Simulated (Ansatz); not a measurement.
Reaction (cleavage of the Al–B bond): `[BH2][AlH2]` + `CB[TeH]` → `CB[Te][AlH2]` + BH₃

Isolated molecules relaxed with PBE0-D4/def2-TZVP in Ansatz; ΔE leaves out vibrations. CBS: MP2 limit from def2 TZ/QZ plus the TZ coupled-cluster correction, frozen cores. This one scheme is used for every species. Functionals use def2-TZVPP. B3LYP here is the variant with VWN-RPA as its local correlation; programs differ in this. HSE06 is defined as in plane-wave codes. def2 core potentials past Kr. For Te outer-core shells are correlated without core-valence functions, which leaves a few kJ/mol of doubt a bond. One conformer a species, not always the lowest.

```csv
level,ΔE (kJ/mol),difference from CCSD(T)/CBS
PBE-D4,-124.1,13.2
PBE0-D4,-131.4,5.9
B3LYP-D4,-131.8,5.5
r2SCAN0-D4,-137.6,-0.3
HSE06-D4,-131.8,5.5
ωB97X-V,-129.7,7.6
PBE-QIDH,-140.3,-3.0
revPBE,-118.4,18.9
B3LYP,-125.5,11.8
BHLYP,-133.5,3.8
HF/def2-SVP,-139.7,-2.4
CCSD/def2-SVP,-128.8,8.5
CCSD(T)/def2-SVP,-129.2,8.1
HF/def2-TZVPP,-140.1,-2.8
MP2/def2-TZVPP,-150.4,-13.1
CCSD/CBS(def2),-135.7,1.6
CCSD(T)/CBS,-137.3,0
```

Largest T1 diagnostic among the species: 0.013.

Leaving LDA and LC-ωPBE aside and taking each functional with its dispersion term where it has one, the values, not all of them listed here, spread over 21.3 kJ/mol, from BHLYP-D4 to B97M-V. From PBE to PBE0 (25 % exact exchange), in def2-TZVPP and without D4, ΔE moves by −7.6 kJ/mol. At CCSD(T), def2-SVP lies +8.1 kJ/mol from the extrapolated value and def2-TZVPP +4.3 kJ/mol.
